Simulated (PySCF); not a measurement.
Electron correlation in Hf (hafnium, neutral)

[Xe] 4f14 5d2 6s2, high-spin 3F determinant. All numbers are calculated (PySCF 2.14, a scalar-relativistic core potential, in aug-cc-pwCVTZ-PP with ECP60MDF (8s8p7d4f3g, 122 functions)). Frozen: 5s2 5p6; 4 electrons correlated.

MP2 pair energies summed by pair of shells (mhartree):

| pair | energy | share (%) |
| --- | --- | --- |
| 5d-6s | -27.72 | 54.2 |
| 6s-6s | -19.42 | 38.0 |
| 5d-5d | -3.98 | 7.8 |

Total MP2 correlation energy: -51.11 mhartree.

Same-spin part -12.50 and opposite-spin part -38.61 mhartree; SCS-MP2 scales them by 1/3 and 6/5 to -50.50 mhartree.
